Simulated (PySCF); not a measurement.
Partial charges of `[SiH3]OC1=C[SiH2]C1([SiH3])[SiH3]`

Species: C3H12OSi4.
Geometry (GFN2-xTB, Å), atoms numbered from 1 in this order:
```xyz
20
C3H12OSi4 angstrom
Si     3.0606    0.3678    0.5586
O      1.5334   -0.1413    0.3200
C      0.4031    0.5054    0.0210
C      0.1651    1.8136   -0.1773
Si    -1.6519    1.5403   -0.5015
C     -0.8933   -0.2198   -0.1513
Si    -0.7968   -1.4346   -1.6058
Si    -1.3978   -1.0800    1.4634
H      3.5793    1.0292   -0.6403
H      3.6999   -0.9105    0.8307
H      3.1294    1.2981    1.6874
H      0.8845    2.6137   -0.1254
H     -2.6126    2.0143    0.4942
H     -2.1564    1.7447   -1.8589
H      0.1455   -2.5208   -1.3301
H     -2.1303   -1.9939   -1.8403
H     -0.3520   -0.7249   -2.8110
H     -2.7460   -1.6307    1.3018
H     -0.4672   -2.1585    1.8038
H     -1.4017   -0.1014    2.5580
```

Density: PBE0/pcSseg-1 (PySCF); schemes: Mulliken, IAO, Hirshfeld and ESP-fitted. One conformer (not necessarily the lowest) at the GFN2-xTB geometry, without solvent, vibrations or thermal averaging.

Q: Do the Mulliken, IAO, Hirshfeld and ESP-fitted schemes agree on where the charge is lowest?

A: The schemes don't all agree: Mulliken C6 (-1.061); IAO C6 (-0.753); Hirshfeld C6 (-0.236); ESP-fitted C4 (-0.667).

Q: At which atom do the 4 schemes differ most?

A: At C6: from -1.061 (Mulliken) to -0.236 e (Hirshfeld), 0.825 e apart.

Q: What partial charge does each atom carry?

A: In e:

```
atom                    environment  Mulliken     IAO  Hirshfeld  ESP-fitted
 Si1           oxygen-bound silicon    +0.687  +0.873     +0.401      +0.587
  O2             silyl ether oxygen    -0.590  -0.573     -0.173      -0.338
  C3  vinylic carbon bearing oxygen    +0.276  +0.237     +0.084      +0.424
  C4               alkene CH carbon    -0.369  -0.549     -0.201      -0.667
 Si5                   SiH2 silicon    +0.743  +0.764     +0.342      +0.650
  C6    sp3 carbon bound to silicon    -1.061  -0.753     -0.236      -0.509
 Si7                   SiH3 silicon    +0.545  +0.590     +0.288      +0.345
 Si8                   SiH3 silicon    +0.545  +0.590     +0.288      +0.350
  H9                  Si–H hydrogen    -0.099  -0.140     -0.074      -0.110
 H10                  Si–H hydrogen    -0.099  -0.121     -0.070      -0.106
 H11                  Si–H hydrogen    -0.099  -0.140     -0.074      -0.110
 H12               vinylic hydrogen    +0.090  +0.147     +0.034      +0.216
 H13                  Si–H hydrogen    -0.074  -0.116     -0.069      -0.119
 H14                  Si–H hydrogen    -0.074  -0.116     -0.069      -0.119
 H15                  Si–H hydrogen    -0.062  -0.113     -0.077      -0.075
 H16                  Si–H hydrogen    -0.075  -0.118     -0.079      -0.085
 H17                  Si–H hydrogen    -0.074  -0.115     -0.079      -0.085
 H18                  Si–H hydrogen    -0.075  -0.118     -0.079      -0.086
 H19                  Si–H hydrogen    -0.062  -0.113     -0.077      -0.076
 H20                  Si–H hydrogen    -0.074  -0.114     -0.078      -0.086
```

Mean size of the charges over all atoms: IAO 0.320 e, Mulliken 0.289 e, ESP-fitted 0.257 e, Hirshfeld 0.144 e. Each set sums to the total charge, 0, to within 0.001 e. The IAO scheme projects the occupied orbitals on a minimal set of polarised atomic orbitals and counts the electrons in each atom's part of it.

Q: How many electrons does the Hirshfeld scheme count on Si1?

A: Z − q = 14 − (+0.401) = 13.599.

Q: How closely do the schemes follow one another over all atoms?

A: Correlation coefficient and root-mean-square difference: IAO with Hirshfeld 0.98, 0.244 e; Mulliken with IAO 0.97, 0.098 e; IAO with ESP-fitted 0.96, 0.140 e; Hirshfeld with ESP-fitted 0.93, 0.175 e; Mulliken with Hirshfeld 0.93, 0.255 e; Mulliken with ESP-fitted 0.91, 0.173 e.

Q: Sum the charges by element, for elements with more than one atom.

A: 
| element | atoms | Mulliken | IAO | Hirshfeld | ESP-fitted |
| --- | --- | --- | --- | --- | --- |
| Si | 4 | +2.520 | +2.817 | +1.318 | +1.933 |
| C | 3 | -1.154 | -1.065 | -0.354 | -0.752 |
| H | 12 | -0.775 | -1.178 | -0.791 | -0.842 |
